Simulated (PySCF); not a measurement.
A side-by-side comparison of computed properties.

First species: C2H9BO2Si.
Structure used (PBE0-D3(BJ)/def2-SVP), in Å, numbered top down from 1:
```xyz
15
C2H9BO2Si angstrom
B     -1.106    2.194   -0.288
Si    -0.023    0.587    0.247
O      1.524    0.763   -0.316
C      2.509   -0.231   -0.214
O     -0.600   -0.838   -0.407
C     -1.709   -1.542    0.066
H     -2.309    2.117   -0.393
H     -0.601    3.277   -0.466
H     -0.035    0.426    1.749
H      2.773   -0.438    0.840
H      3.416    0.117   -0.730
H      2.183   -1.177   -0.679
H     -1.778   -2.503   -0.467
H     -2.656   -0.996   -0.103
H     -1.636   -1.760    1.149
```

Second species: C₅H₄FN.
Cartesian coordinates in Å at the PBE0-D3(BJ)/def2-SVP level; atoms count from 1:
```xyz
11
C5H4FN angstrom
N      2.9255    0.1004    0.2439
C      1.8277    0.1687   -0.1135
C      0.4260    0.2527   -0.5451
F      0.3953    0.5834   -1.8706
C     -0.4757    1.0616    0.3587
C     -1.1926   -0.0097    0.7254
C     -0.4507   -0.9814   -0.1602
H     -0.4714    2.1223    0.6145
H     -2.0118   -0.1523    1.4343
H     -1.0079   -1.3532   -1.0334
H      0.0722   -1.8177    0.3296
```

Levels: wB97X-D/def2-SVPD for dipole moment, HOMO energy, LUMO energy, HOMO–LUMO gap, static isotropic polarisability and electronic spatial extent ⟨r²⟩ about the centre of nuclear charge; TDDFT wB97X-D/def2-SVPD for lowest singlet excitation; PBE0-D3(BJ)/def2-SVP for rotational constant A and rotational constant C. Geometries: PBE0-D3(BJ)/def2-SVP. Each structure is a single optimised conformer of the isolated species, non-relativistic unless stated; the electronic structure was computed with PySCF and density fitting.

Dipoles, sizes and rotational constants follow the conformer. The torsions of the flexible species, by atom-mapped SMILES:
- `[BH2:1][SiH:2]([O:3][CH3:4])[O:5][CH3:6]`: B1–Si2–O3–C4 -174°, B1–Si2–O5–C6 -78°

Values for the first species:

- Dipole moment: 1.29 D
- HOMO energy: -9.50 eV
- LUMO energy: -0.53 eV
- HOMO–LUMO gap: 8.97 eV
- Lowest singlet excitation: 3.95 eV
- Static isotropic polarisability: 73.5 au
- Electronic spatial extent ⟨r²⟩ about the centre of nuclear charge: 869 bohr²
- Rotational constant A: 3.512 GHz
- Rotational constant C: 1.459 GHz

(1) Estimate the same properties for the second species, and the change in each.

## Answers

(1) 
```csv
property,first,second,second less first
dipole moment,1.29 D,4.24 D,+2.95 D
HOMO energy,-9.50 eV,-10.38 eV,-0.88 eV
LUMO energy,-0.53 eV,0.67 eV,+1.20 eV
HOMO–LUMO gap,8.97 eV,11.05 eV,+2.08 eV
lowest singlet excitation,3.95 eV,6.78 eV,+2.83 eV
static isotropic polarisability,73.5 au,59.2 au,-14.3 au
electronic spatial extent ⟨r²⟩ about the centre of nuclear charge,869 bohr²,639 bohr²,-230 bohr²
rotational constant A,3.512 GHz,4.464 GHz,+0.952 GHz
rotational constant C,1.459 GHz,2.042 GHz,+0.583 GHz
```

On the first: The 10 singlets span 3.95 to 8.29 eV, and their oscillator strengths add up to 0.18. The polarisability is 10.89 Å³ as a volume (1 au = 0.148185 Å³), or 1.31 au for each of the 56 electrons.

On the second: The polarisability is 8.77 Å³ as a volume (1 au = 0.148185 Å³), or 1.18 au for each of the 50 electrons. In wavenumbers S1 is 54700 cm⁻¹ (1 eV = 8065.54 cm⁻¹).
